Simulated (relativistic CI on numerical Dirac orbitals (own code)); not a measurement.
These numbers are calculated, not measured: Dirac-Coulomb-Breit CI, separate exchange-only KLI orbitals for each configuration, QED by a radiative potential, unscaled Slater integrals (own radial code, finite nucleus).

CI space (outside the closed core [Ne]): 3s2.3p6.3d3, 3s2.3p5.3d4, 3s.3p6.3d4, 3s2.3p6.3d2.4s, 3s2.3p6.3d2.4p, 3s2.3p6.3d2.4d, 3s2.3p5.3d3.4s, 3s2.3p6.3d2.4f, 3s2.3p5.3d3.4p, 3s.3p6.3d3.4s, 3p6.3d4.4p, 3s.3p6.3d3.4p, 3s2.3p6.3d.4s.4p, 3s2.3p6.3d2.5s, 3s.3p6.3d3.4d, 3s2.3p6.3d2.5p, 3s2.3p6.3d.4p.4d, 3s2.3p6.3d2.5f, 3s.3p6.3d2.4s.4p, 3p6.3d5, 3p5.3d6, 3p5.3d5.4s, 3p6.3d4.4s, 3p5.3d4.4s2, 3s2.3p6.3d.4s2, 3s2.3p6.4s2.4p, 3s2.3p6.4s2.4d, 3s2.3p6.3d.4p2, 3s2.3p6.4s.4p2, 3s2.3p6.4p3, 3s2.3p6.4p2.4d, 3s2.3p5.3d.4s.4p2. Double excitations out of closed p, d and f shells are left out; levels of such configurations are missing from the list, as are those of other unlisted configurations, and high levels can miss mixing partners. These lack a partner that the ground configuration has and come out too high: 3s2.3p5.3d3.4p.

At this charge energies of transitions that change n are usually good to better than 1 %, and those within a shell (Δn = 0) to a few per cent.

Outline of the computed level scheme of Lu LI. Lowest level of each configuration: 3s2.3p6.3d3 4F_3/2 at 0.000 eV; 3s2.3p5.3d4 4P°_3/2 at 270.317 eV.

Some strong electric-dipole decays among the lowest 45 levels: 3s2.3p5.3d4 4F°_3/2 → 3s2.3p6.3d3 4F_3/2 (1.3e+12 s⁻¹); 3s2.3p5.3d4 4G°_5/2 → 3s2.3p6.3d3 4F_3/2 (1.2e+12 s⁻¹); 3s2.3p5.3d4 4D°_1/2 → 3s2.3p6.3d3 4F_3/2 (7.8e+11 s⁻¹); 3s2.3p5.3d4 2P°_3/2 → 3s2.3p6.3d3 4F_3/2 (1.5e+11 s⁻¹); 3s2.3p5.3d4 4F°_5/2 → 3s2.3p6.3d3 4F_3/2 (2.1e+10 s⁻¹); 3s2.3p5.3d4 4F°_7/2 → 3s2.3p6.3d3 4F_5/2 (1.9e+10 s⁻¹); 3s2.3p5.3d4 4F°_7/2 → 3s2.3p6.3d3 4F_5/2 (1.6e+10 s⁻¹); 3s2.3p5.3d4 2P°_3/2 → 3s2.3p6.3d3 4P_1/2 (1.0e+10 s⁻¹).

LS names give the leading component of a level, which can be under half, so a name can repeat, a term be missing and a line seem to break the LS rules.
